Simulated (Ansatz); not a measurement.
Species: WO3, net charge 0, singlet state. 
Structure (B3LYP-D3(BJ)/def2-TZVP (Ansatz, a program for electronic structure) minimum search):
```xyz
4

W     -0.0639    -0.1100    -0.0865
O      1.6332     0.0179    -0.3861
O     -0.2732    -0.4349     1.5978
O     -0.7687     1.4341    -0.4113
```

CCSD(T) with Ansatz in growing basis sets, 24 correlated electrons. Correlated levels leave the core frozen unless marked. UHF or UKS for open shells. Spin-orbit coupling is left out. The frozen core is the preceding noble-gas configuration, with the filled d and f shells of earlier blocks. In def2 rows, elements after Kr have scalar-relativistic effective core potentials. Costs are ratios of core time to the smallest set, on shared machines of one kind, and rough; they hold the program's checks for lower states.

```
basis        functions  cost over smallest  E(corr) (Eh)  electronic atomisation energy (kcal/mol)
-----------  ---------  ------------------  ------------  ----------------------------------------
def2-SVPD          104                  1×       -0.8536                                     430.7
def2-TZVPPD        179                  4×       -1.0060                                     456.9
```

Formally CCSD grows as o²v⁴ and (T) as o³v⁴; with o = 12 and v going from 85 to 160 both grow 13-fold in the last step, while integrals and the mean field grow more slowly. That step adds 152.4 mEh of correlation energy and 26.2 kcal/mol to the atomisation energy.
